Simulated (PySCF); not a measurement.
AlI2, charge +1. Atoms are numbered in the order given.

```xyz
3

Al     0.0000     0.0000     0.0000
I      0.0000     0.0000    -2.3732
I      0.0000     0.0000     2.3732
```
Charge +1, spin multiplicity 1.

Coordinates come from a B3LYP-D3(BJ)/def2-SVP optimisation. The spin state was assumed, not searched. The isomer is the one that the SMILES or the coordinates give; other isomers of the formula were not compared. The def2 effective core potentials stand for the cores of I; spin–orbit coupling is left out.

All values below come from PBE/def2-TZVPD (PySCF).

Mulliken values depend strongly on the basis, most of all with diffuse functions as here. ESP charges are fitted to the potential on shells at 1.4 to 2.0 van der Waals radii. Atomic charges (e):

| atom | Mulliken | ESP fit |
|---|---|---|
| Al1 | 0.72 | 0.35 |
| I2 | 0.14 | 0.33 |
| I3 | 0.14 | 0.33 |
